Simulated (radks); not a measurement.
The numbers below are computed, except where a source is named.
Q: Species: Ir III. Configuration: [Xe] 4f13.5 5d7 6p0.5 (fractional occupations, a model configuration). Level of theory: scalar-relativistic Kohn-Sham, BLYP, spin-polarised, spherical densities, finite nucleus; open shells are filled with parallel spins first (spin-orbit coupling, left out, can overturn this in heavy ions); Fermi nuclear charge, rms radius 5.4032 fm (a radial shooting solver on a logarithmic mesh with Libxc functionals). Some entries of the table are withheld. Estimate them.

orbital  occ.  eigenvalue (hartree)  <1/r> (bohr^-1)
1s up       1             -2797.865            92.15
1s down     1             -2797.865            92.15
2s up       1             -490.2844            21.59
2s down     1             -490.2763            21.59
2p up       3             -426.2022            19.36
2p down     3             -426.1955            19.36
3s up       1             -115.4456            8.001
3s down     1             -115.4299            8.002
3p up       3             -96.69961            7.337
3p down     3             -96.68338            7.338
3d up       5             -76.02278            6.917
3d down     5             -76.00728            6.918
4s up       1             -25.38242            3.422
4s down     1             -25.35199            3.422
4p up       3             -19.22259            3.100
4p down     3             -19.19348            3.099
4d up       5             -11.65054            2.774
4d down     5             -11.62097            2.773
5s up       1              -4.44265            1.387
5s down     1              -4.38090            1.393
4f up       7                   (1)            2.333
4f down   6.5                   (2)            2.336
5p up       3              -2.83284            1.180
5p down     3              -2.76119            1.184
5d up       5              -1.02176           0.8307
5d down     2              -0.94667           0.8248
6p up     0.5              -0.56852           0.4032
6p down     0              -0.53832           0.3895

A: 
(1) 4f up eigenvalue (hartree): -3.23362
(2) 4f down eigenvalue (hartree): -3.20018
